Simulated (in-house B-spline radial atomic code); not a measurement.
## LC-wPBE excitations of Al³⁺

Method: LC-wPBE. Computed with an all-electron radial atomic-structure program (B-spline basis): linear response of the closed shell [He] 2s2 2p6 with the functional's adiabatic kernel; non-relativistic, point nucleus, no spin-orbit coupling, no double excitations, S, P, D and F terms only. Only terms of natural parity with L up to 3 were computed.

Command:
```bash
python run_td.py task.json out
```
Settings (radii: box in bohr, nucleus in fm):
```
Z                        13
electrons                10
configuration            [He] 2s2 2p6
hamiltonian              nr
method                   lc_wpbe
box_radius               23.08
intervals                51
```

Time taken, with all properties: 0.5 s on 1 thread of Arm Neoverse N1, on a shared host.

The lowest states, in the order of their Tamm-Dancoff energies; the method's threshold (minus the highest occupied level) is 110.06 eV. Labels give the largest channel, * marks a mixed state, and oscillator strengths are full-response dipole values. Semilocal kernels can invert the small singlet-triplet splittings of Rydberg terms. Energies in eV:

| state | full response | Tamm-Dancoff | oscillator strength |
| --- | --- | --- | --- |
| 2p → 3s 3P | 70.76 | 70.77 | - |
| 2p → 3s 1P | 71.52 | 71.54 | 0.186 |
| 2p → 3p 3S | 77.50 | 77.53 | - |
| 2p → 3p 3D | 77.98 | 77.99 | - |
| 2p → 3p 1D | 78.50 | 78.50 | - |
| 2p → 3p 1S | 81.61 | 81.93 | - |
| 2p → 3d 3P | ? | ? | - |
| 2p → 3d 3F | 87.07 | 87.08 | - |
| 2p → 3d 1F | ? | ? | - |
| 2p → 3d 1P | 87.89 | 87.93 | 0.534 |

Q: Where does 2p → 3d 3P lie?

A: At 87.00 eV in full response, 87.01 eV in Tamm-Dancoff.

Q: Where does 2p → 3d 1F lie?

A: At 87.24 eV in full response, 87.25 eV in Tamm-Dancoff.

Q: How large is the singlet-triplet splitting of 2p → 3s (P terms) in Tamm-Dancoff?

A: 0.771 eV, from the unrounded values.

Q: What polarisabilities and dispersion coefficient does the method give?

A: Dipole 0.2831 bohr³, quadrupole 0.2447 bohr⁵, C6 0.2651 hartree·bohr⁶ for two such species.
